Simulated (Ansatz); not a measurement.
A structure relaxed at PBE0-D4/def2-TZVP, charge 0, multiplicity 1:

Cartesian coordinates in Å:
```
N -0.844 1.337 0.544
Nb 0.221 0.388 -0.443
N 0.022 -1.400 0.301
F -0.325 0.426 -2.241
Cl 2.402 1.129 -0.207
H -1.439 1.989 1.033
H -0.556 -1.667 1.083
H 0.518 -2.201 -0.070
```

(1) Give its formula and SMILES.

(2) Summarise the bond lengths by kind.

## Answers

(1) ClFH3N2Nb, `[NH]=[Nb]([NH2])([F])[Cl]`.

(2) 2 × N–Nb 1.735 to 1.948 Å; 3 × H–N 1.008 to 1.012 Å; 1 × F–Nb 1.879 Å; 1 × Cl–Nb 2.315 Å.

Program: Ansatz 0.2.0.
